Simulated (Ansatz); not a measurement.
A nudged elastic band was laid between two geometries of H3P + H4O4Sn (13 atoms, charge 0, multiplicity 1).

Theory: RKS PBE0-D4/def2-SVP (Ansatz 0.2.0).

```json
{"movable images": "7", "climbing image": "yes", "spring": "5.0 eV/Å²", "optimiser": "quadratic models (default)", "start path": "through a guess of the saddle point", "force threshold": "0.05 eV/Å", "iteration limit": "60", "end points": "relaxed"}
```

Initial state:

```xyz
13
Properties=species:S:1:pos:R:3
Sn -0.158 -0.315 0.088
O -0.365 -0.398 2.041
H -0.642 0.458 2.392
O 1.677 -0.242 -0.618
H 1.979 -1.124 -0.871
O -1.109 1.312 -0.483
H -0.807 1.615 -1.349
O -0.869 -2.004 -0.628
H -1.556 -2.369 -0.056
P 1.919 2.739 1.526
H 2.483 1.786 0.625
H 0.696 2.828 0.790
H 1.411 1.722 2.392
```

Final state:

```xyz
13
Properties=species:S:1:pos:R:3
Sn 0.535 0.390 0.011
O -0.950 0.214 2.171
H -1.579 0.570 1.506
O 1.109 0.346 -1.889
H 1.199 -0.572 -2.173
O -1.320 1.142 -0.176
H -1.615 1.135 -1.095
O 0.499 -1.546 0.412
H 0.015 -1.653 1.242
P 2.007 1.925 1.312
H 2.903 0.845 1.592
H 2.700 2.292 0.116
H -0.844 0.919 2.819
```

Problem. What changes between the two ends?

Solution. Bonds broken: Sn1–O2, P10–H13. Bonds formed: Sn1–P10, O2–H13. H3P + H4O4Sn becomes H2O + H5O3PSn.

Problem. Give the energies along the band, and the barrier.

Solution. The run converged. The highest image is number 3 of 0 to 8, 0.88 eV above the first end and 1.82 eV above the last; the last end lies 0.95 eV below the first. Neighbouring images differ by up to 1.3 eV, so the band resolves the path poorly. A vibrational analysis at the climbing image gives one clearly imaginary mode, 1152i cm⁻¹: a first-order saddle point. The orbitals stay closed-shell, which can raise the energy where a bond breaks towards radicals; this wasn't checked here.

| image | path coordinate (Å) | energy (eV) | Sn1–O2 (Å) | P10–H13 (Å) | Sn1–P10 (Å) |
| --- | --- | --- | --- | --- | --- |
| 0 | 0.00 | 0.00 | 1.97 | 1.43 | 3.96 |
| 1 | 0.89 | 0.03 | 1.97 | 1.43 | 3.83 |
| 2 | 1.78 | 0.16 | 1.98 | 1.44 | 3.42 |
| 3 | 2.67 | 0.88 | 2.10 | 1.66 | 2.87 |
| 4 | 4.28 | -0.42 | 2.68 | 2.63 | 2.51 |
| 5 | 5.89 | -0.60 | 3.13 | 2.69 | 2.50 |
| 6 | 7.50 | -0.75 | 2.75 | 2.94 | 2.50 |
| 7 | 9.11 | -0.93 | 2.63 | 3.39 | 2.50 |
| 8 | 10.71 | -0.95 | 2.63 | 3.38 | 2.49 |

Problem. What is the geometry of the highest image?

Solution. 
```xyz
13
Properties=species:S:1:pos:R:3
Sn 0.223 0.212 0.129
O -0.065 0.032 2.206
H -0.971 -0.005 2.549
O 1.981 -0.448 -0.502
H 1.834 -1.220 -1.065
O -0.789 1.623 -0.816
H -1.504 1.198 -1.311
O -0.981 -1.284 -0.384
H -0.854 -2.066 0.165
P 1.621 2.297 1.513
H 2.611 1.606 0.759
H 0.926 2.912 0.434
H 0.625 1.151 2.172
```

Run time: 7.2 min on 4 threads of Arm Neoverse V2, with other jobs on the host, peak memory 0.44 GiB.
